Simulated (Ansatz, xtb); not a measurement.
Two isomers of C3H12OSi2

Structure a: `CC[SiH2]O[SiH2]C`, a singlet. Structure b: `CC[Si@H](C)O[SiH3]`, a singlet. Both are isolated molecules in the gas phase, relaxed with B3LYP-D3(BJ)/def2-SVP; each stands in its lowest conformer found.

Quicker runs give these differences E(b) − E(a): GFN2-xTB +0.003 eV; HF/STO-3G +0.008 eV (at GFN2-xTB geometries); r2SCAN-D4/def2-SVP +0.014 eV (at GFN2-xTB geometries).

Problem. Estimate E(b) − E(a) at the level CCSD(T)/def2-SVP + ΔMP2/def2-TZVPP.

Solution. Too close to call at this level: CCSD(T)/def2-SVP + ΔMP2/def2-TZVPP gives E(b) − E(a) = −0.009 eV.

How the difference moves with the method:

```
                             level               geometry  E(b) − E(a) (eV)  departure from the last row (eV)  job, with rough time for the two
                          GFN2-xTB               GFN2-xTB              +0.003                            +0.012              optimisation, 0.69 s
                         HF/STO-3G               GFN2-xTB              +0.008                            +0.016               single point, 0.4 s
                r2SCAN-D4/def2-SVP               GFN2-xTB              +0.014                            +0.023               single point, 4.4 s
             B3LYP-D3(BJ)/def2-SVP  B3LYP-D3(BJ)/def2-SVP              −0.001                            +0.008             optimisation, 2.7 min
                       HF/def2-SVP  B3LYP-D3(BJ)/def2-SVP              −0.024                            −0.016           part of the CCSD(T) run
                      MP2/def2-SVP  B3LYP-D3(BJ)/def2-SVP              −0.020                            −0.011           part of the CCSD(T) run
                  CCSD(T)/def2-SVP  B3LYP-D3(BJ)/def2-SVP              −0.020                            −0.012                      single point
CCSD(T)/def2-SVP + ΔMP2/def2-TZVPP  B3LYP-D3(BJ)/def2-SVP              −0.009                                                  single point, 83 s
```

As drawn, both hold the same kinds of bond in the same numbers.

The largest departure from CCSD(T)/def2-SVP + ΔMP2/def2-TZVPP is that of r2SCAN-D4/def2-SVP, 0.023 eV. The last row adds to CCSD(T) the change of the MP2 difference between the two basis sets, here +0.012 eV.

With thermal terms from frequencies at re-optimised GFN2-xTB minima (ideal gas, soft modes damped towards free rotors, one conformer each, 298.15 K, 1 atm): on the last row, ΔE + ΔZPE = −0.015, ΔH = −0.007, ΔG = −0.031 eV.

The correlated steps freeze 14 core orbitals. Mirror images aren't counted in ΔG. Codes used: Ansatz 0.2.0, xtb 6.7.1; the last row on 4 threads of Arm Neoverse V1 on a shared host.
